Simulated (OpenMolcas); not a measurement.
An atom or ion with 39 electrons was computed by XMS-CASPT2, IPEA 0.25 Eh, imaginary shift 0.1 Eh with spin-orbit coupling (OpenMolcas, ANO-RCC-VTZP, DKH2). The lowest levels that the run gave, each within 12 % of the measured value where one is at hand:

```json
{"J": "3/2", "Parity": "even", "E (cm⁻¹)": "0.0", "g": "0.403"}
{"J": "5/2", "Parity": "even", "E (cm⁻¹)": "759", "g": "1.029"}
{"J": "7/2", "Parity": "even", "E (cm⁻¹)": "1718", "g": "1.237"}
{"J": "9/2", "Parity": "even", "E (cm⁻¹)": "2810", "g": "1.331"}
{"J": "3/2", "Parity": "even", "E (cm⁻¹)": "10650", "g": "1.664"}
{"J": "1/2", "Parity": "even", "E (cm⁻¹)": "10650", "g": "2.545"}
{"J": "5/2", "Parity": "even", "E (cm⁻¹)": "11870", "g": "1.597"}
{"J": "7/2", "Parity": "even", "E (cm⁻¹)": "12210", "g": "0.891"}
{"J": "9/2", "Parity": "even", "E (cm⁻¹)": "12960", "g": "1.091"}
{"J": "3/2", "Parity": "even", "E (cm⁻¹)": "14650", "g": "1.182"}
{"J": "1/2", "Parity": "even", "E (cm⁻¹)": "14730", "g": "0.791"}
{"J": "9/2", "Parity": "even", "E (cm⁻¹)": "16930", "g": "0.932"}
```

Question: Which ion is it, and what are the configurations and terms?

Answer: Mo IV (Z = 42, charge +3; active space 3 electrons in 5 orbitals (4d)). J, parity and g give the terms where levels are pure, and mixed ones are named by the computed weights; the size of the splittings, set against known spectra of the 39-electron sequence, gives the charge. In order, with the measured energies in cm⁻¹ (Sugar and Musgrove, J. Phys. Chem. Ref. Data 17, 155 (1988)): 4d³ ⁴F_3/2, 4d³ ⁴F_5/2 (778), 4d³ ⁴F_7/2 (1760), 4d³ ⁴F_9/2 (2865), 4d³ ⁴P_3/2 (10331), 4d³ ⁴P_1/2 (10338), 4d³ ⁴P_5/2 (11612), 4d³ ²G_7/2 (11580), 4d³ ²G_9/2 (12311), 4d³ ²P_3/2 [48 %], 4d³ ²P_1/2 (14348), 4d³ ²H_9/2 (15995).

CASPT2 breaks the degeneracy within a term, and the mean is taken; among the terms shown or strongly mixed into the levels shown the widest spread is 1200 cm-1 (4d³ ²H). The CASPT2 spread within a term exceeds the gap to the next term for 4d³ ²D(1) and 4d³ ²H, so the order of their levels is uncertain. Measured partners are found by configuration, term and J. A level has none where our copy of the source lacks it or the pairing is in doubt (some pairs that miss far off the trend of their configuration count as doubtful), and it then counts in no deviation. Levels of configurations outside the active space are missing.

A share in square brackets marks a mixed level and gives the weight of the term that names it. A number in round brackets counts repeated terms of one configuration in the order of the reference energies.
